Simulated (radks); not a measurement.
Values are calculated unless marked as measured or tabulated.
All-electron atom: Tb II in [Kr] 4d10 4f9 5s2 5p5 6s1 7s1 (not the ground configuration). Level of theory: Dirac Kohn-Sham, B86b exchange with PBE correlation, spin-unpolarised, spherical densities, point nucleus; open shells fill j = l - 1/2 first (a radial shooting solver on a logarithmic mesh with Libxc functionals).

Spin-orbit splittings of the eigenvalues, e(l+1/2) - e(l-1/2), with zeta = 2 splitting/(2l+1) and mean radii in bohr:

| shell | occ. | splitting (eV) | zeta (eV) | <r> j=l-1/2 | <r> j=l+1/2 |
|---|---|---|---|---|---|
| 2p | 6 | 746.8 | 497.9 | 0.07589 | 0.08284 |
| 3p | 6 | 154.2 | 102.8 | 0.2286 | 0.2418 |
| 3d | 10 | ? | ? | 0.2141 | 0.2182 |
| 4p | 6 | 34.26 | 22.84 | 0.5530 | 0.5832 |
| 4d | 10 | 6.180 | 2.472 | 0.6182 | 0.6290 |
| 4f | 9 | 0.7966 | 0.2276 | 0.8669 | 0.8816 |
| 5p | 5 | 4.594 | 3.063 | 1.471 | 1.564 |

Estimate the 3d splitting.

Answer. 33.64 eV (zeta = 13.45 eV).
